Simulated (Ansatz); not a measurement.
Cu3S2. Total charge 0; doublet. Geometry r2SCAN-D4/def2-SVP, basis def2-TZVP, Ansatz.

```
atom   x (Å)   y (Å)   z (Å)
 Cu1   0.177   1.280  -0.529
 Cu2  -1.264  -0.593  -0.016
 Cu3   1.087  -0.687   0.545
  S4   0.351  -0.705  -1.589
  S5  -0.351   0.705   1.589
```

```csv
run,HOMO (eV),LUMO (eV)
A,-4.90,-4.43
B,-7.24,-2.86
C,-6.11,-3.68
D,-5.02,-4.30
E,-5.05,-4.38
F,-5.12,-4.77
```

No other spin state of charge 0 was run. The structure comes from a short search, and lower isomers may exist.

HOMO and LUMO are taken over both spins.

Q: The runs used B97M-V, BHLYP, LDA (SPW92), PBE, PBE0, r2SCAN. Estimate which is which.

A: A PBE (0 % exact exchange); B BHLYP (50 % exact exchange); C PBE0 (25 % exact exchange); D r2SCAN (0 % exact exchange); E B97M-V (0 % exact exchange); F LDA (SPW92) (0 % exact exchange). Exact exchange lowers occupied and raises empty levels; among semilocal functionals meta-GGAs tend to open the gap a little, and such runs are hard to tell apart. The gap grows from 0.35 eV (LDA (SPW92)) to 4.38 eV (BHLYP).
